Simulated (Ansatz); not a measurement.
CF2I (SMILES F[C](F)I), doublet, at a GFN2-xTB geometry (all electrons, no relativity); REVPBE/6-311G** in Ansatz (a program for electronic structure).

Here is a job for Ansatz.
Ansatz 0.2 input:
```yaml
crystal:
  periodic: [false, false, false]
  atoms:
    - {symbol: F, position_ang: [-1.94047091, -1.04246775, -0.07111409]}
    - {symbol: C, position_ang: [-1.27115926, 0.02973402, 0.32225778]}
    - {symbol: F, position_ang: [-1.89743270, 1.11662875, -0.10056321]}
    - {symbol: I, position_ang: [0.79562430, -0.01595949, -0.00732926]}
basis:
  gaussian:
    orbitals: 6-311G__.json
hamiltonian:
  xc: revpbe
magnetization: {spin_polarized: true, initial_magnetization: 1}
accuracy: high
```
The basis file holds 6-311G** in the JSON format of the Basis Set Exchange.

What the program printed (banner, timings and long lists left out):

```
Functional definition: revPBE
1932 factors; integrals over basis functions are off by at most 3.7e-8 eV
mean field evaluation 1: about -194746.4980 eV, gradient 2.0e1 eV
mean field evaluation 2: about -194743.6154 eV, gradient 3.4e1 eV
mean field evaluation 4: about -194747.8052 eV, gradient 1.4e0 eV
mean field evaluation 8: about -194747.8052 eV, gradient 5.3e-2 eV
mean field evaluation 16: about -194747.8052 eV, gradient 4.9e-5 eV
mean field -194747.80519922 eV, -7156.8498362677 hartree, gradient 4.5e-8 eV, S^2 0.752368; 0 other end points of the search recorded, 0 dependent functions left out
reference -194747.80520190 eV, -7156.8498363665 hartree; 39, 38 occupied and 77, 78 virtual orbitals, 1932 factors
Total energy: -194747.80520190 eV, -7156.8498363665 hartree
```
